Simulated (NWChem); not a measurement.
Species: C4H4O2; SMILES O=C(O)CC#C

```xyz
10

C      0.2800    -2.5207     0.5125
C     -0.0081    -1.5110    -0.0882
C     -0.3768    -0.3155    -0.8288
C     -0.0354     1.0213    -0.1959
O     -0.5962     2.0439    -0.4814
O      0.9734     0.9516     0.6719
H      0.5414    -3.4121     1.0522
H      0.1188    -0.3183    -1.8166
H     -1.4572    -0.2936    -1.0384
H      1.1221     1.8544     0.9945
```
Atoms are numbered in this order, from 1.

Computed with NWChem. Coordinates come from a PBE0/def2-SVP optimisation. Level: PBE0/def2-SVP with SMD (1 M gas to 1 M solution), gas-phase geometry.

For solvent toluene:

| Property | Value |
|---|---|
| solvation free energy (kcal/mol) | -5.9 |
| cavity-dispersion-structure term (kcal/mol) | -1.6 |
| dipole in solution (D) | 1.18 |

Q: What are these values for solvent water?

A: solvation free energy (kcal/mol): -7.3
cavity-dispersion-structure term (kcal/mol): 5.7
dipole in solution (D): 1.44
